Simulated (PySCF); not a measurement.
# Computed vibrations of [Yb(NH3)3]3+

[Yb(NH3)3]3+ (singlet in the valence; each metal's 4f electrons, 13 of them, lie in its core potential, out of spins and levels). PySCF 2.14.0, RKS PBE0, Yb lcecp-1-SVP with ECP59, N def2-SVP, H def2-SVP; non-relativistic Hamiltonian with scalar-relativistic core potentials where named; density fitting; no spin-orbit coupling. Central differences of gradients.

```xyz
13

Yb    0.0000    0.0000    0.0000
N     2.3502    0.0009    0.0000
H     2.8024   -0.4678    0.8087
H     2.8024   -0.4678   -0.8087
H     2.8027    0.9348    0.0000
N    -1.1759    2.0349    0.0000
H    -0.9961    2.6608    0.8087
H    -0.9961    2.6608   -0.8087
H    -2.2109    1.9598    0.0000
N    -1.1743   -2.0358    0.0000
H    -1.8063   -2.1931    0.8087
H    -1.8063   -2.1931   -0.8087
H    -0.5917   -2.8946    0.0000
```

Run from Python with OMP_NUM_THREADS=2. Where DIIS fails, smearing, a level shift and second-order steps follow.
It took 96 s on 2 threads of AMD EPYC 9B14 (Zen 4), with other jobs on the host.

**Question.** What are the harmonic wavenumbers and infrared intensities?

**Answer.** Modes are labelled in C3h; negative numbers are unstable modes, those under 60 cm⁻¹ near the noise; a finer grid moves soft modes by up to 10 cm⁻¹.
```
cm⁻¹  km/mol  symmetry
 -41       –       a''
 -40       –       a''
 -38       –       e''
 -38       –       e''
  81     9.9        e'
  81     9.9        e'
 371     0.0        a'
 379     6.2        e'
 379     6.2        e'
 657     0.0        a'
 674     0.0       e''
 674     0.0       e''
 693   223.1       a''
 702    94.3        e'
 702    94.3        e'
1427   234.0        e'
1427   234.0        e'
1431     0.0        a'
1603   152.6       a''
1604    79.5        e'
1604    79.5        e'
1606     0.0        a'
1607     0.0       e''
1607     0.0       e''
3337   359.0        e'
3337   359.0        e'
3347     0.0        a'
3403     0.0       e''
3403     0.0       e''
3404   548.4       a''
3408     0.0        a'
3410   266.1        e'
3410   266.1        e'
```

**Question.** Is this a minimum?

**Answer.** Probably not: 4 unstable, though so soft as to be near the noise; the lowest moves the atoms so:
```
Yb   0.00  0.00  0.05
N    0.00  0.00 -0.17
H    0.07  0.21 -0.09
H   -0.07 -0.21 -0.09
H    0.00  0.00 -0.44
N    0.00  0.00 -0.17
H   -0.21 -0.04 -0.09
H    0.21  0.04 -0.09
H    0.00  0.00 -0.44
N    0.00  0.00 -0.17
H    0.14 -0.16 -0.09
H   -0.14  0.16 -0.09
H    0.00  0.00 -0.44
```

An lcecp potential fixes the number of 4f electrons, so in runs with it no electron can move into or out of that shell.
